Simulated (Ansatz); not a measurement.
(KNH2)4 ring (K₄N₄H₈), 16 atoms. Hardware: 4 threads of Intel Xeon 6975P-C on a shared host.

Correlated methods freeze 24 core orbitals; core or outer-core shells of K are correlated, in sets that lack core-valence functions.

How many basis functions does each of these Ansatz runs have, and roughly what does it cost? MP2/def2-TZVP, charge 0 singlet, energy, from earlier orbitals; r2SCAN-D4/def2-TZVP, charge 0 singlet, energy, from earlier orbitals; PBE-D4/def2-TZVP, charge 0 singlet, energy and forces, from earlier orbitals; PBE-QIDH/def2-TZVP, charge 0 singlet, energy, from earlier orbitals; HF/STO-3G, charge 0 singlet, energy; r2SCAN0-D4/def2-TZVP, charge 0 singlet, energy, from earlier orbitals; PBE0-D4/def2-SVP, charge 0 singlet, relaxation, 7 steps; PBE0-D4/def2-SVP, charge 0 singlet, energy, from earlier orbitals; PBE-D4/def2-SVP, charge 0 singlet, energy, from earlier orbitals; PBE0-D4/def2-TZVP, charge 0 singlet, energy, from earlier orbitals; BLYP-D4/def2-TZVP, charge 0 singlet, energy, from earlier orbitals; RPA@PBE/def2-TZVP, charge 0 singlet, energy, from earlier orbitals.

Other jobs shared the machine, so times can vary by a factor of up to 3. A dash marks memory too small to be measured apart from the calling script's.

| run | functions | fitting or Cholesky vectors | wall time | peak host memory (GiB) |
| --- | --- | --- | --- | --- |
| HF/STO-3G, charge 0 singlet, energy | 80 | 1028 | 0.35 s | – |
| PBE-D4/def2-SVP, charge 0 singlet, energy, from earlier orbitals | 192 | 2256 | 2 s | – |
| PBE0-D4/def2-SVP, charge 0 singlet, energy, from earlier orbitals | 192 | 1904 | 3.2 s | 0.64 |
| PBE-D4/def2-TZVP, charge 0 singlet, energy and forces, from earlier orbitals | 304 | 2272 | 3.7 s | 0.56 |
| BLYP-D4/def2-TZVP, charge 0 singlet, energy, from earlier orbitals | 304 | 2272 | 4 s | 0.56 |
| r2SCAN-D4/def2-TZVP, charge 0 singlet, energy, from earlier orbitals | 304 | 2272 | 5.5 s | 0.64 |
| PBE0-D4/def2-TZVP, charge 0 singlet, energy, from earlier orbitals | 304 | 2388 | 6 s | 1.6 |
| MP2/def2-TZVP, charge 0 singlet, energy, from earlier orbitals | 304 | 2476 | 6 s | 1.1 |
| r2SCAN0-D4/def2-TZVP, charge 0 singlet, energy, from earlier orbitals | 304 | 2388 | 8.5 s | 1.7 |
| PBE-QIDH/def2-TZVP, charge 0 singlet, energy, from earlier orbitals | 304 | 2476 | 9.5 s | 1.2 |
| RPA@PBE/def2-TZVP, charge 0 singlet, energy, from earlier orbitals | 304 | 2476 | 10 s | 1.1 |
| PBE0-D4/def2-SVP, charge 0 singlet, relaxation, 7 steps | 192 | 2090 | 22 s | 0.69 |
